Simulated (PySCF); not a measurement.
# Diatomics of Ge with group 13

r²SCAN with double-zeta basis sets in PySCF, for the lowest determinant that a PBE0 search found; no spin–orbit coupling. De refers to high-spin ground-configuration atoms. A positive dipole means M(−)Ge(+).

```json
{"M": "B", "basis": "x2c-SVPall", "state (unpaired electrons)": "quartet (σ ↑, π ↑↑)", "Re (Å)": "1.975", "ωe (cm⁻¹)": "665", "De (eV)": "3.52", "μ (D)": "0.61"}
{"M": "Al", "basis": "x2c-SVPall", "state (unpaired electrons)": "quartet (σ ↑, π ↑↑)", "Re (Å)": "2.455", "ωe (cm⁻¹)": "312", "De (eV)": "2.66", "μ (D)": "-1.15"}
{"M": "Ga", "basis": "cc-pVDZ-PP", "state (unpaired electrons)": "quartet (σ ↑, π ↑↑)", "Re (Å)": "2.473", "ωe (cm⁻¹)": "219", "De (eV)": "2.51", "μ (D)": "-1.18"}
{"M": "In", "basis": "def2-SVP", "state (unpaired electrons)": "quartet (σ ↑, π ↑↑)", "Re (Å)": "2.658", "ωe (cm⁻¹)": "182", "De (eV)": "2.38", "μ (D)": "-1.86"}
{"M": "Tl", "basis": "def2-SVP", "state (unpaired electrons)": "quartet (σ ↑, π ↑↑)", "Re (Å)": "2.723", "ωe (cm⁻¹)": "156", "De (eV)": "2.27", "μ (D)": "-2.37"}
```

The shortest bond is that of GeB (1.975 Å), the longest that of TlGe (2.723 Å).

The rows differ in basis set, which adds steps of its own.

Down a group the atoms grow and get heavier, so bonds lengthen and wavenumbers fall; this series shows no clear exception.

These are scalar-relativistic numbers at best; spin–orbit coupling would shift them, the dissociation energy most. States were picked by a PBE0 search and need not be the measured ground states.
